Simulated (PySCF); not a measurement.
# Worked example: chemical shift, span and skew from a shielding tensor

CH₉NO₂Si₂, SMILES CN[SiH2]O[SiH2]O. Atoms are numbered in the order given.

```xyz
15

C     -1.6294    -1.7861     0.1732
N     -1.7488    -0.3913     0.5722
Si    -1.2233     0.9441    -0.3777
O      0.4451     1.0605    -0.5262
Si     1.7668     0.4008     0.2207
O      1.7922    -1.2622     0.0837
H     -2.4179    -2.4024     0.6369
H     -0.6464    -2.2281     0.4186
H     -1.7617    -1.8678    -0.9187
H     -1.8212    -0.2584     1.5768
H     -1.7437     0.7845    -1.7600
H     -1.7180     2.1796     0.2841
H      2.9623     1.0040    -0.4252
H      1.7413     0.6528     1.6829
H      1.9168    -1.6234    -0.8023
```
Charge 0, spin multiplicity 1.

Coordinates come from a B3LYP-D3(BJ)/def2-SVP optimisation. The structure was generated by enumeration, and PubChem lists no compound with its InChIKey, so it may never have been made. The values are those of a single conformer.

GIAO shieldings from PBE0/pcSseg-1 (PySCF), non-relativistic, no solvent. The symmetric part of the tensor of Si5 has the principal values 372.2, 383.7, 400.1 ppm. The same nucleus in TMS has σ = 352.7 ppm at this level (PySCF, at its B3LYP-D3(BJ)/def2-TZVP geometry).

### Question
Work out the isotropic shielding, the ²⁹Si shift against TMS, the span and the skew.

### Answer

σ(iso) = (σ11 + σ22 + σ33)/3 = 385.3 ppm. δ = σ(ref) − σ(iso) = 352.7 − (385.3) = -32.6 ppm.
Span Ω = σ33 − σ11 = 27.9 ppm. Skew κ = 3(σ(iso) − σ22)/Ω = 0.18. Tumbling in solution averages the tensor to δ; in a static solid the shielding alone would spread this spin-1/2 line over Ω.
